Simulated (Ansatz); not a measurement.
ClFGe, SMILES `[F][Ge][Cl]` (lower singlet) (charge 0, multiplicity 1). This singlet lies 3.00 eV below the relaxed triplet at the level frozen-core CCSD(T)/cc-pVTZ // B3LYP-D3(BJ)/def2-TZVP (Ansatz, an electronic-structure program).

Cartesian coordinates (Å):
```xyz
3

F     -1.3987    -0.4725     0.0000
Ge    -0.2226     0.8390     0.0000
Cl     1.6213    -0.3665     0.0000
```
Charge 0, multiplicity 1.

Task: Give the natural occupations of the active orbitals, the CASSCF energy and the corrected energy for frozen-core fic-MRCISD+Q@CASSCF(2e,2o)/cc-pVTZ // B3LYP-D3(BJ)/def2-TZVP in Ansatz.

Result: 
The natural occupations comes out as 1.94, 0.06, the CASSCF energy is -2634.5051 Ha and the corrected energy is -2635.1092 Ha. The weight of the reference is 0.885.
